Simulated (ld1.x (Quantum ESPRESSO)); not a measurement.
## hafnium (Hf): excitation energies, all-electron against RRKJ

* Element: Hf
* Generator: ld1.x (Quantum ESPRESSO) 7.5
* Type: norm-conserving RRKJ (Kleinman–Bylander form)
* Functional: PW91
* Relativity: non-relativistic
* Frozen core: [Kr] 4d10 4f14 5s2
* Valence charge: 10
* Reference configuration: 5p6 5d2 6s1.5 6p0 (charge +0.5)
* Partial waves: 5p (bound): rc 1.75 bohr; 5d (bound): rc 2.95 bohr; 6s (bound): rc 3.35 bohr
* Local potential: the s channel
* Core correction: a·sin(br)/r model core inside 1.50 bohr
* rho0: 0.005

Energies are relative to the spin-unpolarised reference configuration 5p6 5d2 6s1.5 6p0; without spin polarisation the order of configurations can differ from experiment.

Task: Give the all-electron excitation energy and the error of the potential for: 5p6 5d2 6s2 6p0; 5p6 5d2 6s1 6p0; 5p6 5d2 6s0 6p0; 5p6 5d2 6s0 6p1; 5p6 5d1 6s2 6p0; 5p6 5d1 6s2 6p1; 5p6 5d2.5 6s1.5 6p0.

Result:

```csv
valence configuration,charge,ΔE all-electron (eV),error AE − PS (meV)
5p6 5d2 6s2 6p0,0,-2.872,-0.4
5p6 5d2 6s1 6p0,+1,4.237,-0.9
5p6 5d2 6s0 6p0,+2,17.072,-20
5p6 5d2 6s0 6p1,+1,7.859,-799
5p6 5d1 6s2 6p0,+1,4.924,-15
5p6 5d1 6s2 6p1,0,0.216,-658
5p6 5d2.5 6s1.5 6p0,0,-2.447,-4.1
```

Levels in the configuration 5p6 5d2 6s1 6p0:

| level | all-electron (eV) | pseudo (eV) |
| --- | --- | --- |
| 5p | -40.452 | -40.426 |
| 5d | -10.108 | -10.104 |
| 6s | -9.886 | -9.891 |
